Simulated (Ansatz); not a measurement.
Basis sets compared for Mg9Se9. The state is a singlet with charge 0. Geometry PBE-D4/def2-SVP. Ansatz on 2 threads of AMD EPYC 7R13 on a shared host and a share (18 GiB) of an NVIDIA H100 80GB HBM3; times are rough, and most runs start from earlier orbitals.

Cartesian coordinates in Å:
```
Mg -0.8567 -1.9934 -1.7694
Mg 1.3455 -0.5024 1.3043
Mg 2.2226 -2.5688 -1.0208
Mg -1.0185 2.9049 0.8461
Mg -0.8223 1.4205 -2.1970
Mg 1.9310 2.4062 -0.3216
Mg -1.2923 0.5298 2.7634
Mg -3.0382 -0.0791 -0.1255
Mg 4.0962 0.6478 0.0185
Se -0.1123 3.7227 -1.3468
Se 0.8687 1.9119 2.3527
Se -0.6079 -1.9112 2.4628
Se 0.6439 -3.9066 -2.2900
Se 3.6081 -1.7258 0.9715
Se -2.1581 -2.3702 0.6576
Se -2.7009 -0.2004 -2.6228
Se -3.1783 1.7789 1.6102
Se 1.0695 -0.0648 -1.2933
```

Single mean-field runs in def2-SVP, def2-TZVP are fitted with def2-universal-jkfit. Another isomer (singlet) lies 2.12 eV lower at PBE0-D4/def2-TZVP; other spin states weren't run for this one.

Binding counts from free atoms (Mg singlet, Se triplet) in the same basis, without a counterpoise term.

```csv
level,functions,energy (Eh),HOMO (eV),LUMO (eV),binding per atom (eV),wall time
PBE-D4/def2-SVP (with forces),450,-23408.2161,-4.59,-3.55,2.87,8.5 s
PBE0-D4/def2-SVP,450,-23409.0909,-5.46,-2.85,2.85,12 s
```

(1) Estimate the rows for PBE-D4/def2-TZVP, PBE0-D4/def2-TZVP.

Results:

(1) 
| level | functions | energy (Eh) | HOMO (eV) | LUMO (eV) | binding per atom (eV) | wall time |
| --- | --- | --- | --- | --- | --- | --- |
| PBE-D4/def2-TZVP | 720 | -23411.4921 | -4.64 | -3.50 | 2.84 | 8 s |
| PBE0-D4/def2-TZVP | 720 | -23412.3674 | -5.44 | -2.77 | 2.83 | 13 s |
